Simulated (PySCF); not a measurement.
## Correlation energy of Ge+ (germanium, charge +1)

[Ar] 3d10 4s1 4p1 5s1, high-spin 4P determinant (an excited configuration). Computed with PySCF 2.14 in x2c-QZVPPall with one added diffuse shell each of s, p, d, f type (12s9p6d5f1g, 113 functions), with scalar relativity by spin-free X2C-1e. Frozen: [Ar] 3d10; 3 electrons correlated.

MP2 pair energies summed by pair of shells (mhartree):

| pair | energy | share (%) |
| --- | --- | --- |
| 4p-5s | -2.95 | 37.6 |
| 4s-4p | -2.60 | 33.2 |
| 4s-5s | -2.29 | 29.2 |

Total MP2 correlation energy: -7.84 mhartree.

Same-spin part -7.84 and opposite-spin part 0.00 mhartree; SCS-MP2 scales them by 1/3 and 6/5 to -2.61 mhartree.
